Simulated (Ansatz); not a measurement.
System: sum formula H$_{4}$BSiO$_{2}$ (charge 0, doublet). It need not be the lowest isomer of its formula. 
Geometry from a B3LYP-D3(BJ)/def2-TZVP (Ansatz, an electronic-structure program) optimisation:
```xyz
8

O      2.3553    -0.2182    -0.3687
B      1.1995     0.3457     0.0498
O      0.0135    -0.2523    -0.1327
Si    -1.5710     0.0863     0.2151
H      3.1323     0.3141    -0.1761
H     -1.6796     1.3899     0.9048
H     -2.3192     0.1176    -1.0577
H     -2.0876    -0.9939     1.0796
```
Charge 0, spin multiplicity 2.

Basis-set convergence of Hartree-Fock and CCSD(T) correlation energies (hartree) with Ansatz. Correlated levels leave the core frozen unless marked. Open shells are spin-unrestricted. Spin-orbit coupling is left out. No relativistic terms.

```csv
basis,functions,E(HF),"E(corr, CCSD(T))"
cc-pV(D+d)Z,85,-465.76702,-0.57775
cc-pV(T+d)Z,185,-465.84914,-0.72333
cc-pV(Q+d)Z,349,-465.86773,-0.77250
```

Extrapolating the two largest sets (X = 3 and 4) as X^-3: E(corr) = (64·(-0.77250) - 27·(-0.72333))/37 = -0.8084 Eh, an estimate of the basis-set limit. The largest set recovers 95.6 % of it, the smallest 71.5 %.
